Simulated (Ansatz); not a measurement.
`N[SiH2]NCO` + `CC(O)(S)S` → `OCN[SiH2]O` + `CC(N)(S)S`  (formal exchange of groups at the Si–N bond)

Calculated with Ansatz (gas phase, PBE0-D4/def2-TZVP geometries, no zero-point term in ΔE). CBS: MP2 limit from def2 TZ/QZ plus the TZ coupled-cluster correction, frozen cores. Functionals use def2-TZVPP. One conformer a species, not always the lowest.

`N[SiH2]NCO`:

```xyz
13

N    -0.793    0.470    2.150
Si    0.501    0.154    1.079
N    -0.019    0.458   -0.528
C     0.396   -0.245   -1.701
O    -0.682   -0.791   -2.427
H    -1.666   -0.028    2.106
H    -0.619    0.852    3.064
H     1.011   -1.247    1.012
H     1.598    1.023    1.594
H    -0.542    1.299   -0.722
H     1.103   -1.027   -1.395
H     0.904    0.409   -2.416
H    -1.194   -1.327   -1.814
```

`CC(O)(S)S`:

```xyz
11

C     0.958    0.944    0.182
C    -0.145   -0.091    0.186
O    -0.619   -0.171    1.492
S     0.581   -1.664   -0.417
S    -1.579    0.415   -0.854
H     1.786    0.603    0.809
H     0.566    1.875    0.593
H     1.319    1.122   -0.829
H    -1.253   -0.893    1.550
H    -0.590   -2.271   -0.670
H    -1.024    0.132   -2.042
```

`OCN[SiH2]O`:

```xyz
12

O    -0.457   -1.261    1.053
C     0.137   -1.273   -0.251
N     0.872   -0.077   -0.456
Si    0.028    1.432   -0.444
O    -0.493    1.905    1.042
H    -1.004   -2.046    1.151
H    -0.654   -1.341   -1.008
H     0.795   -2.144   -0.352
H     1.783   -0.098   -0.021
H     0.942    2.498   -0.912
H    -1.116    1.227   -1.372
H    -0.835    1.177    1.570
```

`CC(N)(S)S`:

Cartesian coordinates in Å:
```
C -0.867 0.602 0.701
C 0.190 -0.160 -0.089
N 0.461 0.368 -1.407
S 1.719 -0.077 0.902
S -0.343 -1.880 -0.422
H -0.547 1.638 0.843
H -1.041 0.158 1.683
H -1.807 0.595 0.147
H 0.929 1.263 -1.331
H -0.402 0.485 -1.927
H 2.451 -0.834 0.070
H -0.742 -2.158 0.830
```

CCSD(T)/CBS gives -0.55 eV.

Question: Another level gave -0.48 eV. Which?
A. CCSD/def2-TZVPP
B. MP2/def2-TZVPP
C. PBE/def2-TZVPP
D. PBE0-D4/def2-TZVPP

Answer: D. PBE0-D4 -0.48, CCSD/def2-TZVPP -0.56, MP2/def2-TZVPP -0.61, PBE -0.42 eV.

Largest T1 diagnostic among the species: 0.011.

From PBE to PBE0 (25 % exact exchange), in def2-TZVPP and without D4, ΔE moves by −0.03 eV. In def2-TZVPP, CCSD(T) changes the Hartree–Fock value by −0.04 eV (the triples alone add −0.00 eV) and MP2 by −0.09 eV.
